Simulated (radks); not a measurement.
Initial-state core-level shifts of the chromium ion Cr2+ when its valence configuration changes from [Ar] 3d4. Method: scalar-relativistic Kohn-Sham, r2SCAN, spin-unpolarised, spherical densities, finite nucleus; meta-GGA in the generalised Kohn-Sham scheme; Fermi nuclear charge, rms radius 3.6452 fm; computed with a radial shooting solver on a logarithmic mesh with Libxc functionals. Shifts are changes of the shell-averaged eigenvalues in eV (positive: less bound); the change of the density at the nucleus, which sets a Mossbauer isomer shift, is in e/bohr^3, on a base of 1.15e+04.

\begin{tabular}{lrrrrr}
valence & 1s & 2s & 2p & 3s & density at nucleus \\ \hline
3d3 4p1 & -8.504 & -9.418 & -9.357 & -8.093 & +2.234 \\
3d2 4s1 4p1 & -16.751 & -18.825 & -18.698 & -15.494 & +13.692 \\
3d2.5 4s0.5 4p1 & -12.499 & -13.971 & -13.876 & -11.728 & +7.619 \\
3d1.5 4s0.5 4p2 & -22.455 & -25.153 & -24.994 & -20.522 & +11.505 \\
3d3 4s1 & -7.232 & -8.189 & -8.126 & -6.850 & +9.822 \\
3d1 4s2 4p1 & -26.012 & -29.416 & -29.226 & -23.363 & +28.253 \\
3d3 4s0.5 4p0.5 & -7.873 & -8.810 & -8.748 & -7.476 & +6.017 \\
3d2 4s2 & -15.516 & -17.618 & -17.490 & -14.299 & +22.416 \\
3d1.5 4s1 4p1.5 & -21.858 & -24.567 & -24.407 & -19.953 & +16.020 \\
\end{tabular}
